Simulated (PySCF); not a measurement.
# Shifts of the heteroatoms

Atom-mapped SMILES (the numbers label the heavy atoms): `[O:1]=[C:2]1[CH2:3][O:4][C@H:5]([F:6])[C:7]1=[O:8]`; H(Xn) means a hydrogen on atom n. Ha(C3) is cis to F6 on the ring; Hb(C3) is trans to F6 on the ring.

In vacuum, non-relativistic, single conformer. Geometry from GFN2-xTB; B3LYP/pcJ-1 coupling constants (spin–dipole term only in couplings to heteroatoms); GIAO PBE0/pcSseg-1 shieldings; PySCF 2.14.0 with density-fitted response routines.

(1) What are the ¹⁹F shifts?

(2) Predict the ¹⁷O NMR data.

## Answers

(1) 
```
atoms                environment  σ (ppm)  δ (ppm)
   F6  fluorine on an sp3 carbon    318.5   -126.7
```

Shieldings were converted by a linear fit to measured shifts: ¹⁹F: δ = 146.13 − 0.903σ +14.6 on sp3 carbon (rms 6.0 ppm, 223 shifts, 7.0 ppm with the 5 outliers that the fit left out vs CFCl3, solution or neat liquid). Occasional misses reach two or three times the rms, and more in compound classes unlike the fitted ones. Couplings are scaled by factors fitted to measured values: ²J(H,H) × 0.95 (rms 1.3 Hz), ¹J(C,F) × 0.77 (rms 8.7 Hz), ²J(C,F) × 1.14 (rms 1.9 Hz, 10.1 with 1 outliers), ³J(C,F) × 1.46 (rms 1.5 Hz); all others are unscaled and can be 10–30 % off.

Couplings (the largest are listed; each averaged over equivalent pairs): ¹J(C5,F6) = -218.7 Hz, ²J(F6,H(C5)) = 63.9 Hz, ²J(O4,F6) = -49.7 Hz, ²J(F6,C7) = 21.6 Hz, ³J(F6,O8) = 16.7 Hz, ³J(C3,F6) = -1.6 Hz.

On a 600 MHz spectrometer ¹⁹F resonates near 564.6 MHz, so 1 ppm is 564.6 Hz.

(2) 
| atoms | environment | σ (ppm) | δ (ppm) |
| --- | --- | --- | --- |
| O1 | ketone oxygen | -416.3 | 645.9 |
| O8 | ketone oxygen | -414.3 | 644.1 |
| O4 | ether oxygen | 272.7 | 18.3 |

Shieldings were converted by a linear fit to measured shifts: ¹⁷O: δ = 266.70 − 0.911σ (rms 10.7 ppm, 155 shifts, 12.2 ppm with the 3 outliers that the fit left out vs liquid water, solution or neat liquid). A few per cent of atoms miss by over 2 rms, more outside the fitted compound classes. Couplings are scaled by factors fitted to measured values: ²J(H,H) × 0.95 (rms 1.3 Hz), ¹J(C,F) × 0.77 (rms 8.7 Hz), ²J(C,F) × 1.14 (rms 1.9 Hz, 10.1 with 1 outliers), ³J(C,F) × 1.46 (rms 1.5 Hz); all others are unscaled and can be 10–30 % off.

Couplings (the largest are listed; each averaged over equivalent pairs; quadrupolar broadening usually hides them): ¹J(C7,O8) = 40.4 Hz, ¹J(O1,C2) = 39.0 Hz, ¹J(O4,C5) = 28.4 Hz, ¹J(C3,O4) = 23.4 Hz, ²J(O4,F6) = -49.7 Hz, ²J(O4,H(C5)) = -19.3 Hz, ²J(O4,Hb(C3)) = -13.2 Hz, ²J(O1,C7) = -6.4 Hz, ²J(O4,Ha(C3)) = -6.1 Hz, ²J(C2,O8) = -5.6 Hz, ²J(C5,O8) = -3.1 Hz, ³J(F6,O8) = 16.7 Hz.

On a 500 MHz spectrometer ¹⁷O resonates near 67.8 MHz, so 1 ppm is 67.8 Hz.
